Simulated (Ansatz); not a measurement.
Ansatz (a first-principles code) input (CCSD(T)/cc-pwCVTZ):
A basis named .json is the Basis Set Exchange file of that set.

Ansatz 0.2 input:
```yaml
crystal:
  periodic: [false, false, false]
  atoms:
    - {symbol: C, position_ang: [1.86892610, -0.54281762, 0.05163644]}
    - {symbol: O, position_ang: [0.68902806, -0.32942588, 0.67359779]}
    - {symbol: B, position_ang: [-0.45730178, 0.11720212, 0.00564524]}
    - {symbol: N, position_ang: [-0.52933913, 0.08431810, -1.40882436]}
    - {symbol: N, position_ang: [-1.50049312, 0.59412160, 0.83252440]}
    - {symbol: H, position_ang: [2.12978616, 0.07675184, -0.79863135]}
    - {symbol: H, position_ang: [2.63062802, -1.00118328, 0.66424089]}
    - {symbol: H, position_ang: [-1.34093688, 0.37428913, -1.92340720]}
    - {symbol: H, position_ang: [0.14471576, -0.41457577, -1.96173137]}
    - {symbol: H, position_ang: [-2.40323754, 0.87471260, 0.49751961]}
    - {symbol: H, position_ang: [-1.39140212, 0.64722982, 1.82928198]}
basis:
  gaussian:
    orbitals: cc-pwCVTZ.json
magnetization: {spin_polarized: true, initial_magnetization: 1}
correlation: {method: ccsd_t, electrons: outside_noble_gas}
```

End of the output:

```
integrals: 4.40 GiB planned
1738 factors; integrals over basis functions are off by at most 1.4e-3 eV
1.56 GiB of device memory are held for the factors and their scratch space
mean field: 1.53 GiB planned
mean field evaluation 1: about -6798.0341 eV, gradient 3.3e1 eV
mean field evaluation 2: about -6798.0374 eV, gradient 3.3e1 eV
mean field evaluation 4: about -6802.5993 eV, gradient 3.0e0 eV
mean field evaluation 8: about -6802.6744 eV, gradient 2.3e-1 eV
mean field evaluation 16: about -6802.6608 eV, gradient 9.0e-1 eV
mean field -6802.67559932 eV, -249.9937172558 hartree, gradient 3.7e-6 eV, S^2 0.761701; 0 other end points of the search recorded, 0 dependent functions left out
5 core orbitals not correlated
reference -6802.67559932 eV, -249.9937172558 hartree; 15, 14 occupied and 279, 280 virtual orbitals, 1738 factors
second order -24.97357628 eV of doubles, -0.00000000 eV of singles
coupled cluster: 36.28 GiB planned
cycle   1  -25.13081326 eV  change   -1.6e-1 eV  update   9.7e-2
cycle   2  -25.68518182 eV  change   -5.5e-1 eV  update   2.9e-2
cycle   3  -25.81091755 eV  change   -1.3e-1 eV  update   1.7e-2
cycle   4  -25.79870922 eV  change    1.2e-2 eV  update   6.2e-3
cycle   5  -25.79892042 eV  change   -2.1e-4 eV  update   3.4e-3
cycle   6  -25.80014167 eV  change   -1.2e-3 eV  update   1.2e-3
cycle   7  -25.79977166 eV  change    3.7e-4 eV  update   4.6e-4
cycle   8  -25.79990754 eV  change   -1.4e-4 eV  update   1.7e-4
cycle   9  -25.79994661 eV  change   -3.9e-5 eV  update   6.6e-5
cycle  10  -25.79989729 eV  change    4.9e-5 eV  update   2.9e-5
cycle  11  -25.79991885 eV  change   -2.2e-5 eV  update   1.4e-5
perturbative correction -1.00784875 eV, -0.0370377583 hartree
Total energy: -6829.48336691 eV, -250.9788845438 hartree
```

It need not be the lowest isomer of its formula.
